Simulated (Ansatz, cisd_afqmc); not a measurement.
Species: Si, charge 1, doublet.

Total energies in aug-cc-pV(Q+d)Z, 3 correlated electrons, 5 frozen orbitals. Radicals and triplets start from unrestricted determinants; spin-orbit coupling is neglected. Cores are frozen in correlated methods. No relativity. AFQMC/CISD: phaseless, guided by CISD from CCSD amplitudes; bars are statistical, one sigma. Outlying blocks are dropped, and bars are widened where a walk drifts. Over all cases where full CI ran beside it in this data, AFQMC minus full CI had a median of +0.1 mEh and passed +0.4 mEh in a tenth of the cases. Full CI freezes restricted core orbitals and the other rows unrestricted ones, which leaves a small offset even where coupled cluster is exact.

```csv
method,program,energy (Eh),error against FCI (mEh)
HF,Ansatz,-288.57782,61.53
MP2,Ansatz,-288.62183,17.51
CCSD,Ansatz,-288.63778,1.57
CCSD(T),Ansatz,-288.63897,0.37
CCSDT,Ansatz,-288.63937,-0.03
AFQMC/CISD,cisd_afqmc,-288.6392 ± 0.0001,0.1 ± 0.1
FCI,Ansatz,-288.63934,0.00
```

Ansatz is a program for electronic structure.
